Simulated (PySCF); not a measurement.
Labels have come off several samples. The candidates:

A. `InChI=1S/C8H12P2/c1-6(2)8-7(3)4-9-5-10-8/h4-6H,1-3H3`
B. SMILES Cc1pcc(C(C)C)cp1
C. `CC(C)(C)c1ccpcp1`

Spectrum 1. 1H NMR (400 MHz, computed): δ 10.78 (m, 1H), 9.17 (m, 1H), 3.37 (m, 1H), 2.77 (s, 3H), 1.60 (d, 6H). 13C{1H} NMR (computed): δ 192.9 (CH), 192.1 (C), 165.5 (CH), 144.1 (C), 38.0 (CH), 30.2 (CH3), 29.7 (CH3).

Spectrum 2. 1H NMR (400 MHz, computed): δ 10.94 (m, 1H), 9.37 (m, 1H), 8.66 (m, 1H), 1.56 (s, 9H). 13C{1H} NMR (computed): δ 195.8 (CH), 194.0 (C), 161.4 (CH), 137.3 (CH), 41.5 (C), 34.8 (CH3).

Spectrum 3. 1H NMR (400 MHz, computed): δ 9.09 (m, 2H), 3.38 (m, 3H), 2.80 (sept, 1H), 1.35 (d, 6H). 13C{1H} NMR (computed): δ 215.6 (C), 161.0 (CH), 156.1 (C), 45.9 (CH), 30.6 (CH3), 27.0 (CH3).

Fast rotation and ring inversion assumed for equivalent nuclei, non-relativistic Hamiltonian, no solvent, one computed conformer. Coordinates at the GFN2-xTB level; NMR shieldings at PBE0/pcSseg-1/GIAO; PySCF.

References, each an isolated molecule treated in the same way: 1H (σref 31.72) and 13C (σref 186.93) against TMS. Splittings of carbon signals by F and P are missing where no couplings were computed. Where no couplings were computed, multiplicities follow the n + 1 count of equivalent neighbours, and m marks all less simple cases (inequivalent or close neighbours, rings, F or P nearby). Shifts are as computed. Against solution values, carbons near 30 ppm lie about +3 ppm off and those near 130 ppm about +5 ppm. Of 1211 compounds with measured shifts, 218 miss one by over three times the rms of a fit or turn the order of signals round; such compounds aren't used in these exercises.

Match each spectrum to its structure.

## Answers

1–A, 2–C, 3–B.

- Spectrum 1 (A): 7 13C signals; δC 38.0 is an sp3 CH on an aromatic ring; δC 30.2 is a methyl carbon.
- Spectrum 2 (C): 6 13C signals; δC 137.3 is an aromatic CH; δC 41.5 is a quaternary sp3 carbon on an aromatic ring.
- Spectrum 3 (B): 6 13C signals; δC 45.9 is an sp3 CH on an aromatic ring; δC 30.6 is a methyl carbon on an aromatic ring.
